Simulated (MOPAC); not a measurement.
A run for MOPAC: PM7 on MoO, 2S+1 = 5, a spin state set in the input, which need not be the lowest, a point of a bond scan (R = 1.606 Å).

```
PM7 1SCF PRECISE CHARGE=0 UHF MS=2 THREADS=1
MoO

Mo     0.00000000 1     0.00000000 1     0.00000000 1
O      0.00000000 1     0.00000000 1     1.60576300 1
```

Program output:

```
*******************************************************************************
 **                                                                           **
 **                              MOPAC v23.2.5                                **
 **                                                                           **
 *******************************************************************************
 ** MOPAC's Digital Object Identifier: https://doi.org/10.5281/zenodo.6511958 **
 **                                                                           **
 ** Please cite the open-source release paper for use of this MOPAC version:  **
 ** J. E. Moussa and J. J. P. Stewart (2026)                                  **
 ** MOPAC: An open-source semiempirical molecular orbital program             **
 ** J. Open Source Softw., 11(119), 8025, https://doi.org/10.21105/joss.08025 **
 *******************************************************************************

                              PM7 CALCULATION RESULTS

 *******************************************************************************
 *  PM7        - The PM7 Hamiltonian to be used
 *  UHF        - UNRESTRICTED HARTREE-FOCK CALCULATION
 *
 *
 *
 *                 CHARGE ON SYSTEM = 0
 *
 *
 *
 *  MS=        - IN MECI, MAGNETIC COMPONENT OF SPIN =  2.0
 *  PRECISE    - TIGHTER CRITERIA TO BE USED
 *  1SCF       - DO 1 SCF AND THEN STOP
 *  THREADS=1  - MULTI-THREADING NOT USED
 *  T=         - A TIME OF 172800.0 SECONDS REQUESTED
 *  DUMP=N     - RESTART FILE WRITTEN EVERY 7200.0 SECONDS REQUESTED
 *******************************************************************************
PM7 1SCF PRECISE CHARGE=0 UHF MS=2 THREADS=1
 MoO

   ATOM   CHEMICAL          X               Y               Z
  NUMBER   SYMBOL      (ANGSTROMS)     (ANGSTROMS)     (ANGSTROMS)

     1      Mo          0.00000000  *   0.00000000  *   0.00000000  *
     2       O          0.00000000  *   0.00000000  *   1.60576300  *



          CARTESIAN COORDINATES

    NO.       ATOM           X           Y           Z

     1        Mo          0.0000      0.0000      0.0000
     2         O          0.0000      0.0000      1.6058

 General Reference for PM7:
 "Optimization of Parameters for Semiempirical Methods VI: More Modifications to the
 NDDO Approximations and Re-optimization of Parameters", J. J. P. Stewart, J. Mol. Mod., 1:32, 19 (2013)
 https://link.springer.com/article/10.1007/s00894-012-1667-x

           Empirical Formula: O Mo  =     2 atoms



      MOLECULAR POINT GROUP   :   C*v


          UHF CALCULATION, NO. OF ALPHA ELECTRONS =    8
                           NO. OF BETA  ELECTRONS =    4

 -------------------------------------------------------------------------------
 PM7 1SCF PRECISE CHARGE=0 UHF MS=2 THREADS=1
 MoO



     1SCF WAS SPECIFIED, SO BFGS WAS NOT USED
     SCF FIELD WAS ACHIEVED


                              PM7 CALCULATION
                                                       MOPAC v23.2.5 Linux




          FINAL HEAT OF FORMATION =         80.68147 KCAL/MOL =     337.57127 KJ/MOL


          COSMO AREA              =         86.87 SQUARE ANGSTROMS
          COSMO VOLUME            =         75.07 CUBIC ANGSTROMS

          IONIZATION POTENTIAL    =          6.344408 EV
          ALPHA SOMO LUMO (EV)    =         -6.344  2.001
          BETA  SOMO LUMO (EV)    =        -11.377  1.863
          NO. OF ALPHA ELECTRONS  =          8
          NO. OF BETA  ELECTRONS  =          4
          MOLECULAR WEIGHT        =        111.9394         POINT GROUP:  C*v

          MOLECULAR DIMENSIONS (Angstroms)

            Atom       Atom       Distance
            O     2   Mo     1     1.60576
            O     2   Mo     1     0.00000
           Mo     1    O     2     0.00000


          SCF CALCULATIONS        =          1





   ATOM   CHEMICAL          X               Y               Z
  NUMBER   SYMBOL      (ANGSTROMS)     (ANGSTROMS)     (ANGSTROMS)

     1      Mo          0.00000000  *   0.00000000  *   0.00000000  *
     2       O          0.00000000  *   0.00000000  *   1.60576300  *

                             CARTESIAN COORDINATES

   1   Mo        0.000000000     0.000000000     0.000000000
   2    O        0.000000000     0.000000000     1.605763000


           Empirical Formula: O Mo  =     2 atoms



      MOLECULAR POINT GROUP   :   C*v


          ALPHA EIGENVALUES
 -27.96216 -15.50742 -14.36752 -12.05049 -10.97431 -10.96902  -8.02828  -6.34441
   2.00086   5.00880  84.65958  84.88338  86.68889


           BETA EIGENVALUES
 -26.61590 -13.76378 -13.01284 -11.37711   1.86275   1.98119   3.21084   3.30186
   3.91802   5.55552  88.20094  89.36276  89.81060


              NET ATOMIC CHARGES AND DIPOLE CONTRIBUTIONS

  ATOM NO.   TYPE          CHARGE      No. of ELECS.   s-Pop       p-Pop       d-Pop
    1         Mo           0.579239        5.4208     0.66653     0.00473     4.74950
    2          O          -0.579239        6.5792     1.76942     4.80982
 DIPOLE           X         Y         Z       TOTAL
 POINT-CHG.     0.000     0.000    -4.468     4.468
 HYBRID         0.000    -0.000    -0.613     0.613
 SUM            0.000    -0.000    -5.081     5.081


          ATOMIC ORBITAL ELECTRON POPULATIONS

     Atom    s        px        py        pz      x^2-y^2     xz        z^2       yz        xy
    1 Mo   0.66653   0.00043   0.00019   0.00410   0.99935   1.30281   0.76011   0.68723   1.00000
    2  O   1.76942   1.69676   1.31257   1.80048


                    (SZ)    =    2.000000
                    (S**2)  =    6.009678


          ATOMIC ORBITAL SPIN POPULATIONS

    Atom   Total    s     px     py     pz   x^2-y^2  xz     z^2    yz     xy
         Atomic
    1 Mo  3.7351  0.621  0.000 -0.000  0.000  0.999  0.697  0.327  0.091  1.000
    2  O  0.2649  0.019  0.303 -0.091  0.034

 **********************
 *                    *
 * JOB ENDED NORMALLY *
 *                    *
 **********************




 == MOPAC DONE ==
```

The run finished.

Cost: roughly 0.020 core-seconds.
